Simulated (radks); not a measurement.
The numbers below are computed, except where a source is named.
Problem. These are the eigenvalues of the occupied orbitals of an atom or ion with whole-number occupations (Ry). Level of theory: Dirac Kohn-Sham, BLYP, spin-unpolarised, spherical densities, finite nucleus; Fermi nuclear charge, rms radius of each element as measured or else 0.836 A^(1/3) + 0.57 fm (a radial shooting solver on a logarithmic mesh with Libxc functionals).

orbital  eigenvalue
1s1/2     -260.8849
2s1/2     -27.78132
2p1/2     -22.56472
2p3/2     -22.35105
3s1/2      -4.04315
3p1/2      -2.77697
3p3/2      -2.75308
4s1/2      -0.66503
5s1/2      -0.13862

Which element is it, and in what charge state? The configuration may be excited. Open shells, if any, are shared by 2j + 1.

Solution. Z = 19, potassium, charge 0: K in [Ne] 3s2 3p4 4s1 5s2. The list shows which subshells hold electrons but not how many an open one holds; the 1s level, -130.44 hartree, gives Z - s = 16.2 by -(Z - s)^2/2, which with screening and relativity narrows Z to a few neighbours, and the depths of the outer levels then fix element, charge and occupations together.
